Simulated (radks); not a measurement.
Isoelectronic series with 4 electrons, all held in the configuration [He] 2s2, which need not be the ground one along the series. All-electron calculation, scalar-relativistic Kohn-Sham, SCAN, spin-polarised, spherical densities, finite nucleus; meta-GGA in the generalised Kohn-Sham scheme; Fermi nuclear charge, rms radius of each element as measured or else 0.836 A^(1/3) + 0.57 fm. Program: a radial shooting solver on a logarithmic mesh with Libxc functionals. Total energies (hartree) and orbital eigenvalues (Ry):

ion,E (hartree),2s,1s
Al9+,-192.15080,-27.90053,-138.8184
S12+,-296.76730,-46.16188,-218.7717
K15+,-424.35245,-69.01962,-317.0651
Ti18+,-575.10513,-96.51811,-433.8445
Mn21+,-749.26524,-128.7112,-569.2879
Ni24+,-947.11365,-165.6624,-723.6045
Se30+,-1415.21475,-254.1452,-1089.857
Rb33+,-1686.25652,-305.8579,-1302.383
Zr36+,-1982.56917,-362.6921,-1534.966
Pd42+,-2653.17342,-492.2285,-2061.921
In45+,-3028.71216,-565.2208,-2357.228
